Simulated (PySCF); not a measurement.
# Lead: a sound run and one with changed settings

Sound run: Pb [Xe] 4f14 5d10 6s2 6p2, Pb⁺ [Xe] 4f14 5d10 6s2 6p1. All numbers are calculated (PySCF 2.14, a scalar-relativistic core potential, in def2-TZVP with the def2 core potential (60 electrons)). The sound run starts from symmetry-adapted Hartree-Fock orbitals and uses a fine grid where one is needed.

Changed run: 6 angular points. This setting is unsound on purpose.

```json
{"species": "Pb", "method": "UHF", "sound run (hartree)": "-191.83552", "changed run (hartree)": "-191.83552", "converged": "yes"}
{"species": "Pb", "method": "LDA", "sound run (hartree)": "-192.56850", "changed run (hartree)": "-196.72174", "converged": "yes"}
{"species": "Pb", "method": "MN15", "sound run (hartree)": "-192.46635", "changed run (hartree)": "-192.77914", "converged": "yes"}
{"species": "Pb⁺", "method": "UHF", "sound run (hartree)": "-191.59413", "changed run (hartree)": "-191.59413", "converged": "yes"}
{"species": "Pb⁺", "method": "LDA", "sound run (hartree)": "-192.30526", "changed run (hartree)": "-195.91325", "converged": "yes"}
{"species": "Pb⁺", "method": "MN15", "sound run (hartree)": "-192.20756", "changed run (hartree)": "-192.42932", "converged": "yes"}
```

Ionisation energy of Pb:

```
method  sound run (eV)  changed run (eV)
   UHF           6.569             6.569
```

A coarse angular grid integrates products of high-l functions wrongly, so density functionals can shift, and the SCF can exploit the error; Hartree-Fock and MP2 need no grid.

For comparison, NIST gives 7.417 eV between the lowest levels.
